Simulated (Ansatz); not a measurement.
`FCO[SiH2]F` → `OCF` + `F[SiH]` at 500 K and 1 bar (silylene formation by 1,1-elimination).

Gas-phase electronic energies from Ansatz, PBE0-D4/def2-TZVP geometries. CBS: MP2 limit from def2 TZ/QZ plus the TZ coupled-cluster correction, frozen cores. This one scheme is used for every species. One conformer a species, not always the lowest.

| species | CCSD(T)/CBS energy (Eh) | H − E (kJ/mol) | S (J/(mol·K)) |
| --- | --- | --- | --- |
| `FCO[SiH2]F` | -604.39331 | 187.8 | 393.1 |
| `OCF` | -214.81254 | 142.5 | 286.9 |
| `F[SiH]` | -389.46371 | 40.7 | 260.3 |

H − E and S are ideal-gas, rigid-rotor, harmonic terms from PBE0-D4/def2-TZVP, for one conformer and one mirror image of each species. 1 Eh = 2625.50 kJ/mol, R = 8.31446 J/(mol·K).

Problem. By hand: ΔE, ΔH, ΔS and ΔG.

Solution. ΔE = (-214.81254) + (-389.46371) − (-604.39331) = 0.11706 Eh = 307.3 kJ/mol. Δ(H − E) = 142.5 + 40.7 − 187.8 = -4.6, so ΔH = 302.7 kJ/mol. ΔS = 286.9 + 260.3 − 393.1 = 154.1 J/(mol·K). ΔG = 302.7 − 500 × (154.1)/1000 = 225.6 kJ/mol.

Problem. By hand: the equilibrium constant, and the temperature at which ΔG would vanish if ΔH and ΔS stayed fixed.

Solution. log₁₀ K = −ΔG/(RT ln 10) = -23.6. ΔG = 0 at ΔH/ΔS = 1964 K.

The number of gas molecules changes by +1, which sets the sign of ΔS. A doubt of 5 kJ/mol in ΔE shifts log₁₀ K by 0.5 here. Other conformers and mirror images would add mixing entropy, several J/(mol·K) or more a flexible species. Modes under 60 cm⁻¹, often nearly free rotors, make the harmonic entropy too high. These are equilibria of isolated gas molecules and say nothing of rates. Largest T1 diagnostic: 0.015 (customary marks: 0.02 for closed shells, 0.045 for open ones).
